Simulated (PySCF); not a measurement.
B$_{2}$O$_{2}$, singlet, at a GFN2-xTB geometry of the parent state; PySCF with MP2/3-21G.

Input for PySCF:
```python
from pyscf import gto, scf, mp

mol = gto.Mole()
mol.atom = '''
    O    -0.000000   -0.000000   -2.027430
    B    -0.000000   -0.000000   -0.763536
    B     0.000000    0.000000    0.763536
    O     0.000000    0.000000    2.027430
'''
mol.basis = '3-21g'
mol.charge = 0
mol.spin = 0
mol.verbose = 4
mol.build()

mf = scf.RHF(mol)
mf.kernel()

pt = mp.MP2(mf)
pt.kernel()
print('E(MP2) = %.10f' % pt.e_tot)
```

The log (banner, timings and long lists left out):

```
PySCF version 2.14.0

[INPUT] verbose = 4
[INPUT] num. atoms = 4
[INPUT] num. electrons = 26
[INPUT] charge = 0
[INPUT] spin (= nelec alpha-beta = 2S) = 0
[INPUT] symmetry False subgroup None
[INPUT] Mole.unit = angstrom
[INPUT] Symbol           X                Y                Z      unit          X                Y                Z       unit  Magmom
[INPUT]  1 O      0.000000000000   0.000000000000  -2.027430000000 AA    0.000000000000   0.000000000000  -3.831287436727 Bohr   0.0
[INPUT]  2 B      0.000000000000   0.000000000000  -0.763536000000 AA    0.000000000000   0.000000000000  -1.442873926246 Bohr   0.0
[INPUT]  3 B      0.000000000000   0.000000000000   0.763536000000 AA    0.000000000000   0.000000000000   1.442873926246 Bohr   0.0
[INPUT]  4 O      0.000000000000   0.000000000000   2.027430000000 AA    0.000000000000   0.000000000000   3.831287436727 Bohr   0.0

nuclear repulsion = 65.6788751080946
number of shells = 20
number of NR pGTOs = 60
number of NR cGTOs = 36
basis = 3-21g
ecp = {}

******** <class 'pyscf.scf.hf.RHF'> ********
method = RHF
initial guess = minao
damping factor = 0
level_shift factor = 0
DIIS = <class 'pyscf.scf.diis.CDIIS'>
diis_start_cycle = 1
diis_space = 8
diis_damp = 0
SCF conv_tol = 1e-09
SCF conv_tol_grad = None
SCF max_cycles = 50
direct_scf = True
direct_scf_tol = 1e-13
Set gradient conv threshold to 3.16228e-05
Initial guess from minao.
init E= -198.252761679611
  HOMO = -0.506412588263133  LUMO = -0.0303694361798694  gap/eV = 12.95379
cycle= 1 E= -197.800512736909  delta_E= 0.452  |g|= 0.998  |ddm|= 2.25
  HOMO = -0.429838982322297  LUMO = -0.00897878000763146  gap/eV = 11.45219
cycle= 2 E= -197.755687126496  delta_E= 0.0448  |g|= 1.27  |ddm|= 2.49
  HOMO = -0.523179148322325  LUMO = 0.0122880316299146  gap/eV = 14.57080
cycle= 3 E= -198.067984110045  delta_E= -0.312  |g|= 0.0512  |ddm|= 1.79
  HOMO = -0.520187396475367  LUMO = 0.0357713214225894  gap/eV = 15.12841
cycle= 4 E= -198.069338077829  delta_E= -0.00135  |g|= 0.0132  |ddm|= 0.217
  HOMO = -0.520280088059796  LUMO = 0.032417189392528  gap/eV = 15.03966
cycle= 5 E= -198.069448095557  delta_E= -0.00011  |g|= 0.00466  |ddm|= 0.0709
  HOMO = -0.520451173122413  LUMO = 0.0329038220882722  gap/eV = 15.05756
cycle= 6 E= -198.069457351624  delta_E= -9.26e-06  |g|= 0.000601  |ddm|= 0.0185
  HOMO = -0.52044538512881  LUMO = 0.0329964636060827  gap/eV = 15.05992
cycle= 7 E= -198.069457473037  delta_E= -1.21e-07  |g|= 4.99e-05  |ddm|= 0.00114
  HOMO = -0.520450104359191  LUMO = 0.0329965546950317  gap/eV = 15.06005
cycle= 8 E= -198.069457474174  delta_E= -1.14e-09  |g|= 5.36e-06  |ddm|= 9.95e-05
  HOMO = -0.520449097997659  LUMO = 0.0329970500951936  gap/eV = 15.06004
cycle= 9 E= -198.069457474183  delta_E= -8.41e-12  |g|= 1.18e-06  |ddm|= 2.23e-05
  HOMO = -0.520449311498732  LUMO = 0.0329971969946646  gap/eV = 15.06005
Extra cycle  E= -198.069457474183  delta_E= -3.41e-13  |g|= 7.91e-07  |ddm|= 5.14e-06
converged SCF energy = -198.069457474183

******** <class 'pyscf.mp.mp2.RMP2'> ********
nocc = 13, nmo = 36
E(RMP2) = -198.476305483639  E_corr = -0.406848009455808
E(SCS-RMP2) = -198.460491568208  E_corr = -0.391034094024639
E_corr(same-spin) = -0.112134827679611
E_corr(oppo-spin) = -0.294713181776196
E(MP2) = -198.4763054836
```
